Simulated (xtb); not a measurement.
Si(Cl)(Br)(vinyl)(NH2) (C2H5BrClNSi), SMILES C=C[Si](N)(Cl)Br. All values are semi-empirical tight-binding results from xtb (GFN2-xTB unless named), good for trends rather than for accurate numbers. The structure is a stationary point at GFN2-xTB. One conformer was computed; it need not be the lowest.

- orbital gap: 4.38 eV
- zero-point energy: 43.8 kcal/mol
- G − E(el) at 298.15 K (modified RRHO): 21.3 kcal/mol
- static polarisability (D4 model): 96.1 bohr³
- solvation energy, GFN2-xTB/ALPB(water): -4.4 kcal/mol
- solvation energy, GFN2-xTB/ALPB(dmf): -9.7 kcal/mol
